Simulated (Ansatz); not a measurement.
`CC(O)O[SiH3]` + `NB(O)O` → `NB(O)O[SiH3]` + `CC(O)O`  (ligand exchange at the Si–O bond)

Isolated molecules relaxed with PBE0-D4/def2-TZVP in Ansatz; ΔE leaves out vibrations. CBS: MP2 limit from def2 TZ/QZ plus the TZ coupled-cluster correction, frozen cores. This one scheme is used for every species. Functionals use def2-TZVPP. One conformer a species, not always the lowest.

| level | ΔE (kJ/mol) | difference from CCSD(T)/CBS |
| --- | --- | --- |
| PBE-D4 | -11.7 | 2.4 |
| r2SCAN-D4 | -13.5 | 0.6 |
| ωB97X-V | -13.9 | 0.2 |
| B2PLYP | -14.4 | -0.3 |
| PBE | -12.8 | 1.3 |
| r2SCAN | -13.9 | 0.2 |
| PBE0 | -13.9 | 0.2 |
| HF/def2-TZVPP | -18.0 | -3.9 |
| SCS-MP2/def2-TZVPP | -14.5 | -0.4 |
| CCSD/def2-TZVPP | -15.0 | -0.9 |
| CCSD(T)/def2-TZVPP | -14.3 | -0.2 |
| HF/def2-QZVPP | -18.0 | -3.9 |
| MP2/def2-QZVPP | -13.2 | 0.9 |
| SCS-MP2/def2-QZVPP | -14.3 | -0.2 |
| MP2/CBS(def2) | -13.1 | 1.0 |
| CCSD/CBS(def2) | -14.7 | -0.6 |
| CCSD(T)/CBS | -14.1 | 0 |

Largest T1 diagnostic among the species: 0.011.

In def2-TZVPP, CCSD(T) changes the Hartree–Fock value by +3.7 kJ/mol (the triples alone add +0.7 kJ/mol) and MP2 by +4.7 kJ/mol.
